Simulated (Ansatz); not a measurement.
`N[SiH](F)[O][SbH2]` + `N[SiH](O)S` → `N[Si@H](F)S[Si@@H](N)O` + `[OH][SbH2]`  (ligand exchange at the Si–O bond)

Program: Ansatz. Geometries: PBE0-D4/def2-TZVP. ΔE: electronic, gas phase. CCSD(T)/CBS adds triple-zeta CCSD(T) − MP2 to the extrapolated MP2 energy (def2 sets, frozen cores). Functionals use def2-TZVPP. B3LYP here is the variant with VWN-RPA as its local correlation; programs differ in this. def2 core potentials past Kr. For Sb outer-core shells are correlated without core-valence functions, which leaves a few kJ/mol of doubt a bond. Each species was taken in one conformer, which may not be the lowest.

Q: Is it downhill or uphill in electronic energy at CCSD(T)/CBS, and by how much? (Estimate.)

A: The calculation gave: Uphill: ΔE = +12.7 kcal/mol.

Q: What do these levels give: PBE-D4, PBE0-D4, B3LYP-D4, ωB97M-V, B2PLYP, r2SCAN, PBE0, MP2/def2-TZVPP, SCS-MP2/def2-TZVPP, CCSD(T)/def2-TZVPP, HF/def2-QZVPP, MP2/CBS(def2)? (Estimate.)

A: The calculation gave: PBE-D4 7.6, PBE0-D4 9.3, B3LYP-D4 12.2, ωB97M-V 12.6, B2PLYP 13.6, r2SCAN 11.2, PBE0 10.3, MP2/def2-TZVPP 12.4, SCS-MP2/def2-TZVPP 14.3, CCSD(T)/def2-TZVPP 13.4, HF/def2-QZVPP 20.6, MP2/CBS(def2) 11.6 kcal/mol.

Largest T1 diagnostic among the species: 0.014.

The D4 term adds −1.6 kcal/mol with B3LYP and −0.9 kcal/mol with PBE0; it sums over pairs of atoms, weighted by their polarisabilities, and B3LYP, whose exchange is more repulsive, gets the larger term. In def2-TZVPP, CCSD(T) changes the Hartree–Fock value by −6.7 kcal/mol (the triples alone add −1.5 kcal/mol) and MP2 by −7.7 kcal/mol.
